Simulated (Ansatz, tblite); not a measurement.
Forces on the cluster Na₅ at its PBE/def2-SVP geometry. Total charge 0; doublet.

The xTB rows come from tblite. At HF/def2-TZVP the charge 0 doublet is spin-contaminated (final ⟨S²⟩ up to 1.40, 0.75 for a pure state). The structure comes from a short search, and lower isomers may exist.

GFN1-xTB (tblite), largest force 0.24 eV/Å:

```xyz
5
positions Å, forces eV/Å
Na   -2.551    0.026   -0.023    0.196    0.061   -0.062
Na    0.884    0.599   -0.605   -0.135   -0.093    0.090
Na    3.245   -1.149    1.167   -0.224    0.055   -0.052
Na   -1.518    2.289   -2.382    0.068   -0.156    0.164
Na   -0.061   -1.765    1.843    0.095    0.133   -0.140
```

GFN2-xTB (tblite), largest force 0.25 eV/Å:

```
Na -0.009 0.082 -0.086
Na 0.083 0.054 -0.057
Na -0.242 0.043 -0.042
Na 0.050 -0.169 0.176
Na 0.118 -0.010 0.008
```

HF/def2-TZVP (Ansatz), largest force 0.21 eV/Å:

```
Na -0.177 -0.078 0.082
Na 0.141 0.095 -0.098
Na 0.180 -0.023 0.023
Na -0.025 0.126 -0.131
Na -0.119 -0.119 0.124
```
